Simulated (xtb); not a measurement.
H8Si3, charge +1, doublet, geometry from GFN2-xTB (a state made from the parent by changing its charge; the spin is typed, not shown lowest); xtb with GFN2-xTB with ALPB(dmf).

Here is a job for xtb.
```
$ xtb mol.xyz --gfn 2 --chrg 1 --uhf 1 --alpb dmf --json

# file mol.xyz
11

Si     1.73006259     0.88617971    -0.01821925
Si     0.21430832    -1.03910606    -0.11847187
Si    -1.93611862     0.11291389     0.13212917
H      3.05494759     0.29289400    -0.13804698
H      1.35438441     1.72882927    -1.14918317
H      1.47531091     1.50967649     1.27664176
H      0.46584425    -2.03082472     0.92986925
H      0.32388443    -1.79829328    -1.36643948
H     -2.00324331     1.05008294    -0.98479523
H     -1.86962290     0.76938187     1.43401237
H     -2.91703742    -0.96157215     0.06180881
```

It wrote (shortened):

```
   ID    Z sym.   atoms
    1   14 Si     1-3
    2    1 H      4-11

           -------------------------------------------------
          |                Calculation Setup                |
           -------------------------------------------------

           -------------------------------------------------
          |                 G F N 2 - x T B                 |
           -------------------------------------------------

      * Solvation model:               ALPB
        Solvent                        dmf
        Parameter file                 internal GFN2-xTB/ALPB
        Dielectric constant                3.7000E+01
        Reference state                gsolv [1 M gas/solution]
        Free energy shift                  6.0086E-03 Eh       3.7705E+00 kcal/mol
        Temperature                        2.9815E+02 K
        Density                            9.5000E-01 kg/L
        Solvent mass                       7.3100E+01 g/mol
        Interaction kernel             P16
        Born radius scaling (c1)           1.8540E+00
        Born radii integrator          GBOBC
        Born offset                        0.0000E+00 a0       0.0000E+00 AA
        H-bond correction              true
        Ion screening                  false
        Surface tension                    1.0000E-05 Eh       1.5569E+01 dyn/cm
        Grid points                               230 per atom

          ...................................................
          :                      SETUP                      :
          :.................................................:
          :  # basis functions                  38          :
          :  # atomic orbitals                  35          :
          :  # shells                           17          :
          :  # electrons                        19          :
          :  max. iterations                   250          :
          :  Hamiltonian                  GFN2-xTB          :
          :  restarted?                      false          :
          :  GBSA solvation                   true          :
          :  PC potential                    false          :
          :  electronic temp.          300.0000000     K    :
          :  accuracy                    1.0000000          :
          :  -> integral cutoff          0.2500000E+02      :
          :  -> integral neglect         0.1000000E-07      :
          :  -> SCF convergence          0.1000000E-05 Eh   :
          :  -> wf. convergence          0.1000000E-03 e    :
          :  Broyden damping             0.4000000          :
          :  net charge                          1          :
          :  unpaired electrons                  1          :
          ...................................................

 iter      E             dE          RMSdq      gap      omega  full diag
   1     -8.8584966 -0.885850E+01  0.694E+00    3.71       0.0  T
   2     -8.9363781 -0.778814E-01  0.452E+00    3.42       1.0  T
   3     -8.9383121 -0.193408E-02  0.214E+00    3.42       1.0  T
   4     -8.9389021 -0.589992E-03  0.435E-01    3.42       1.0  T
   5     -8.9389179 -0.157588E-04  0.224E-01    3.40       1.0  T
   6     -8.9390007 -0.828238E-04  0.984E-02    3.38       1.0  T
   7     -8.9390034 -0.269215E-05  0.528E-02    3.37       1.0  T
   8     -8.9390039 -0.529165E-06  0.349E-02    3.38       1.0  T
   9     -8.9390059 -0.200672E-05  0.987E-03    3.38       3.1  T
  10     -8.9390061 -0.145005E-06  0.162E-03    3.38      18.6  T
  11     -8.9390061 -0.109850E-08  0.111E-03    3.38      27.3  T
  12     -8.9390061 -0.109816E-08  0.801E-04    3.38      37.6  T
  13     -8.9390061 -0.172504E-09  0.535E-04    3.38      56.3  T

   *** convergence criteria satisfied after 13 iterations ***

         :::::::::::::::::::::::::::::::::::::::::::::::::::::
         ::                     SUMMARY                     ::
         :::::::::::::::::::::::::::::::::::::::::::::::::::::
         :: total energy              -8.857957992004 Eh    ::
         :: total w/o Gsasa/hb        -8.855260882764 Eh    ::
         :: gradient norm              0.003597077841 Eh/a0 ::
         :: HOMO-LUMO gap              3.376719524969 eV    ::
         ::.................................................::
         :: SCC energy                -8.938994416128 Eh    ::
         :: -> isotropic ES            0.110342132067 Eh    ::
         :: -> anisotropic ES         -0.008569608971 Eh    ::
         :: -> anisotropic XC          0.004147513211 Eh    ::
         :: -> dispersion             -0.005738932757 Eh    ::
         :: -> Gsolv                  -0.060779753867 Eh    ::
         ::    -> Gelec               -0.058082644627 Eh    ::
         ::    -> Gsasa               -0.008538701271 Eh    ::
         ::    -> Ghb                 -0.000167004420 Eh    ::
         ::    -> Gshift               0.006008596451 Eh    ::
         :: repulsion energy           0.081036424124 Eh    ::
         :: add. restraining           0.000000000000 Eh    ::
         :: total charge               1.000000000000 e     ::
         :::::::::::::::::::::::::::::::::::::::::::::::::::::

           -------------------------------------------------
          |                Property Printout                |
           -------------------------------------------------

    * Orbital Energies and Occupations

         #    Occupation            Energy/Eh            Energy/eV
      -------------------------------------------------------------
         1        2.0000           -0.8369180             -22.7737
         2        2.0000           -0.7665888             -20.8599
         3        2.0000           -0.6958655             -18.9355
         4        2.0000           -0.4845340             -13.1848
         5        2.0000           -0.4830871             -13.1455
         6        2.0000           -0.4805453             -13.0763
         7        2.0000           -0.4782190             -13.0130
         8        2.0000           -0.4751737             -12.9301
         9        2.0000           -0.4365044             -11.8779
        10        1.0000           -0.3955497             -10.7635 (HOMO)
        11                         -0.2714575              -7.3867 (LUMO)
        12                         -0.2672831              -7.2731
        13                         -0.2631072              -7.1595
        14                         -0.2606414              -7.0924
        15                         -0.2442785              -6.6472
        16                         -0.2285914              -6.2203
        17                         -0.2256618              -6.1406
        18                         -0.2217867              -6.0351
        19                         -0.2053339              -5.5874
        20                         -0.1747135              -4.7542
        21                         -0.1728730              -4.7041
       ...                                ...                  ...
        35                          0.7549107              20.5422
      -------------------------------------------------------------
                  HL-Gap            0.1240922 Eh            3.3767 eV
             Fermi-level           -0.3747653 Eh          -10.1979 eV

     #   Z          covCN         q      C6AA      α(0)
     1  14 Si       3.632     0.416    99.785    19.162
     2  14 Si       3.582     0.383   101.336    19.352
     3  14 Si       3.632     0.416    99.785    19.162
     4   1 H        0.920    -0.032     3.680     3.000
     5   1 H        0.919    -0.024     3.519     2.934
     6   1 H        0.919    -0.024     3.513     2.931
     7   1 H        0.918    -0.027     3.579     2.959
     8   1 H        0.918    -0.027     3.579     2.959
     9   1 H        0.919    -0.024     3.513     2.932
    10   1 H        0.919    -0.024     3.518     2.934
    11   1 H        0.920    -0.032     3.680     3.000

 Mol. C6AA /au·bohr⁶  :       2021.209029
 Mol. C8AA /au·bohr⁸  :      93497.668921
 Mol. α(0) /au        :         81.324762

Wiberg/Mayer (AO) data.
largest (>0.10) Wiberg bond orders for each atom

 ---------------------------------------------------------------------------
     #   Z sym  total        # sym  WBO       # sym  WBO       # sym  WBO
 ---------------------------------------------------------------------------
     1  14 Si   3.483 --     4 H    0.898     5 H    0.892     6 H    0.892
                             2 Si   0.638
     2  14 Si   3.228 --     8 H    0.908     7 H    0.908     3 Si   0.638
                             1 Si   0.638
     3  14 Si   3.483 --    11 H    0.898    10 H    0.892     9 H    0.892
                             2 Si   0.638
     4   1 H    0.998 --     1 Si   0.898
     5   1 H    0.999 --     1 Si   0.892
     6   1 H    0.999 --     1 Si   0.892
     7   1 H    0.999 --     2 Si   0.908
     8   1 H    0.999 --     2 Si   0.908
     9   1 H    0.999 --     3 Si   0.892
    10   1 H    0.999 --     3 Si   0.892
    11   1 H    0.998 --     3 Si   0.898
 ---------------------------------------------------------------------------

Topologies differ in total number of bonds
Writing topology from bond orders to xtbtopo.mol

molecular dipole:
                 x           y           z       tot (Debye)
 q only:       -0.008       0.040       0.005
   full:       -0.028       0.135       0.015       0.353
molecular quadrupole (traceless):
                xx          xy          yy          xz          yz          zz
 q only:        6.772       1.929      -1.909      -0.533       0.184      -4.862
  q+dip:        7.673       2.376      -3.072      -0.522       0.011      -4.601
   full:        9.502       2.867      -3.442      -0.678       0.093      -6.060

           -------------------------------------------------
          | TOTAL ENERGY               -8.857957992004 Eh   |
          | GRADIENT NORM               0.003597077841 Eh/α |
          | HOMO-LUMO GAP               3.376719524969 eV   |
           -------------------------------------------------

normal termination of xtb
```
